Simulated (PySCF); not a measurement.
Work out the structure from these simulated measurements.

Formula: C5H2F6.

* 13C NMR: chemical shifts (computed TMS as zero) by class: 222.2 (1 C), 130.5 (2 C), 102.2 (1 C), 91.7 (1 C) ppm [GIAO PBE0/pcSseg-1]
* 1H NMR: chemical shifts (computed TMS as zero) by class: 5.94 (2 H) ppm [GIAO PBE0/pcSseg-1]
* Dipole: 3.61 D [PBE0/pcSseg-1]
* NMR, other nuclei: isotropic shieldings of nuclei other than C and H, by class: 245 (6 F) ppm [GIAO PBE0/pcSseg-1]
* Rotational structure: rotational constants A, B, C: 1.351, 1.039, 0.741 GHz [GFN2-xTB]

The electronic properties come from PySCF, for the isolated species, density fitting. Levels stand in brackets. Isolated species at its GFN2-xTB geometry, gas phase. Each NMR value is the plain mean over a class of atoms that symmetry, rotation or inversion makes alike.

Problem. Give a SMILES that accounts for the data.

Solution. Numbering: `[CH2:1]=[C:2]=[C:3]([C:4]([F:5])([F:6])[F:7])[C:8]([F:9])([F:10])[F:11]`. Its formula, C5H2F6, gives 2 degrees of unsaturation: 0 rings and 2 π bonds in the structure found. 5 carbons fall into 4 classes; from least to most shielded: central carbon of cumulated double bonds [C2] (222.2 ppm), CF3 carbon [C4/C8] (130.5 ppm, 2 C), outer carbon of cumulated double bonds [C3] (102.2 ppm), outer carbon of cumulated double bonds [C1] (91.7 ppm). All hydrogens form one class (5.94 ppm): hydrogen on carbon. The other shieldings belong to: 245 ppm, fluorine of a CF3 group [F5/F6/F7/F9/F10/F11]. The optimised geometry has point group C2 and is an asymmetric top. Structure: `C=C=C(C(F)(F)F)C(F)(F)F`. The assignments are read from this structure; whether some other isomer fits the data as well wasn't checked.

The values belong to the conformer `[CH2:1]=[C:2]=[C:3]([C:4]([F:5])([F:6])[F:7])[C:8]([F:9])([F:10])[F:11]`: C2–C3–C4–F5 -99°, C2–C3–C8–F9 20°.
